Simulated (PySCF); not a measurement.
Species: C₆H₄FOP.
Atom-mapped SMILES: `[O:1]=[CH:2][c:3]1[cH:4][cH:5][cH:6][p:7][c:8]1[F:9]` (hydrogens: H10 on C2; H11 on C4; H12 on C5; H13 on C6)

The same species was optimised twice, with GFN2-xTB and with PBE0-D3(BJ)/def2-SVP (PySCF), and the same property calculations (PySCF, gas phase) were run on both structures.

```
     coordinate  GFN2-xTB  PBE0-D3(BJ)/def2-SVP  change
      C8–F9 (Å)     1.353                 1.337  -0.016
      C5–C6 (Å)     1.381                 1.394  +0.013
      C2–C3 (Å)     1.478                 1.490  +0.012
      P7–C8 (Å)     1.743                 1.753  +0.010
      C4–C5 (Å)     1.381                 1.388  +0.007
      C3–C4 (Å)     1.396                 1.402  +0.006
      C3–C8 (Å)     1.389                 1.394  +0.005
      O1=C2 (Å)     1.203                 1.205  +0.002
      C6–P7 (Å)     1.734                 1.735  +0.001
   O1–C2–C3 (°)     124.1                 122.9    -1.2
   P7–C8–F9 (°)     114.6                 115.7    +1.1
   C4–C5–C6 (°)     123.3                 122.6    -0.7
   C3–C8–F9 (°)     117.8                 117.2    -0.6
   C5–C6–P7 (°)     126.6                 127.1    +0.5
   C4–C3–C8 (°)     121.2                 121.7    +0.5
   C3–C8–P7 (°)     127.6                 127.2    -0.4
   C2–C3–C4 (°)     118.3                 118.1    -0.2
O1–C2–C3–C4 (°)         0                     0       0
```

Rotational constants: A = 2314, B = 1226, C = 801.5 MHz (GFN2-xTB) against A = 2307, B = 1220, C = 798.0 MHz (PBE0-D3(BJ)/def2-SVP). Point groups within 0.08 Å: Cs and Cs.

On the GFN2-xTB structure: lowest singlet, TDDFT (eV) 3.45 [B3LYP/def2-SVPD]; isotropic polarisability (au) 98.0 [B3LYP/def2-SVPD]; HOMO (eV) -7.44 [B3LYP/def2-SVPD]; LUMO (eV) -2.78 [B3LYP/def2-SVPD]; dipole (D) 2.77 [B3LYP/def2-SVPD]; HOMO (eV) -7.68 [PBE0/pcSseg-1]; LUMO (eV) -2.56 [PBE0/pcSseg-1]; dipole (D) 2.56 [PBE0/pcSseg-1]; GIAO shielding of O1 (ppm) -339.1 [PBE0/pcSseg-1]; GIAO shielding of C2 (ppm) -4.3 [PBE0/pcSseg-1]; GIAO shielding of C3 (ppm) 54.6 [PBE0/pcSseg-1]; GIAO shielding of C4 (ppm) 49.3 [PBE0/pcSseg-1]; GIAO shielding of C5 (ppm) 51.2 [PBE0/pcSseg-1]; GIAO shielding of C6 (ppm) 13.3 [PBE0/pcSseg-1]; GIAO shielding of P7 (ppm) 135.9 [PBE0/pcSseg-1]; GIAO shielding of C8 (ppm) -28.8 [PBE0/pcSseg-1].

What do these properties become on the PBE0-D3(BJ)/def2-SVP structure?

| property | level | on GFN2-xTB | on PBE0-D3(BJ)/def2-SVP | change |
| --- | --- | --- | --- | --- |
| lowest singlet, TDDFT (eV) | B3LYP/def2-SVPD | 3.45 | 3.47 | +0.02 |
| isotropic polarisability (au) | B3LYP/def2-SVPD | 98.0 | 98.9 | +0.9 |
| HOMO (eV) | B3LYP/def2-SVPD | -7.44 | -7.40 | +0.04 |
| LUMO (eV) | B3LYP/def2-SVPD | -2.78 | -2.76 | +0.02 |
| dipole (D) | B3LYP/def2-SVPD | 2.77 | 2.61 | -0.16 |
| energy, GFN2-xTB geometry as zero (kcal/mol) | B3LYP/def2-SVPD | 0.0 | -0.6 | -0.6 |
| HOMO (eV) | PBE0/pcSseg-1 | -7.68 | -7.63 | +0.05 |
| LUMO (eV) | PBE0/pcSseg-1 | -2.56 | -2.54 | +0.02 |
| dipole (D) | PBE0/pcSseg-1 | 2.56 | 2.40 | -0.16 |
| energy, GFN2-xTB geometry as zero (kcal/mol) | PBE0/pcSseg-1 | 0.0 | -0.2 | -0.2 |
| GIAO shielding of O1 (ppm) | PBE0/pcSseg-1 | -339.1 | -341.2 | -2.1 |
| GIAO shielding of C2 (ppm) | PBE0/pcSseg-1 | -4.3 | -5.0 | -0.7 |
| GIAO shielding of C3 (ppm) | PBE0/pcSseg-1 | 54.6 | 52.6 | -2.0 |
| GIAO shielding of C4 (ppm) | PBE0/pcSseg-1 | 49.3 | 47.0 | -2.3 |
| GIAO shielding of C5 (ppm) | PBE0/pcSseg-1 | 51.2 | 49.1 | -2.1 |
| GIAO shielding of C6 (ppm) | PBE0/pcSseg-1 | 13.3 | 11.5 | -1.8 |
| GIAO shielding of P7 (ppm) | PBE0/pcSseg-1 | 135.9 | 134.9 | -1.0 |
| GIAO shielding of C8 (ppm) | PBE0/pcSseg-1 | -28.8 | -28.4 | +0.4 |

The heavy atoms differ by 0.010 Å rms after alignment. Among bonds between heavy atoms C8–F9 changes most (-0.016 Å). Changes are differences of the printed values. Neither structure is proved a minimum here.

Conformer computed: `[O:1]=[CH:2][c:3]1[cH:4][cH:5][cH:6][p:7][c:8]1[F:9]`: O1–C2–C3–C4 0°.
